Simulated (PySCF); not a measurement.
## Correlation energy of Ar⁺ (argon, charge +1)

[Ne] 3s1 3p6, 2S determinant (an excited configuration). Computed with PySCF 2.14 in dyall-av2z (13s9p2d, 50 functions), with the non-relativistic Hamiltonian (point nucleus). Frozen: [Ne]; 7 electrons correlated; the 16 highest virtual orbitals of each spin left out.

| level | correlation energy (mhartree) |
| --- | --- |
| CCSD | -296.47 |
| (T) | -12.98 |
| CCSD(T) | -309.45 |
| CCSDT | -309.25 |

Diagnostics: T1 = 0.010, D1 = 0.0216, largest double amplitude 0.186.

Question: Is a single reference adequate?

Answer: Not fully. A double-excitation amplitude exceeds 0.15, a sign of near-degeneracy.
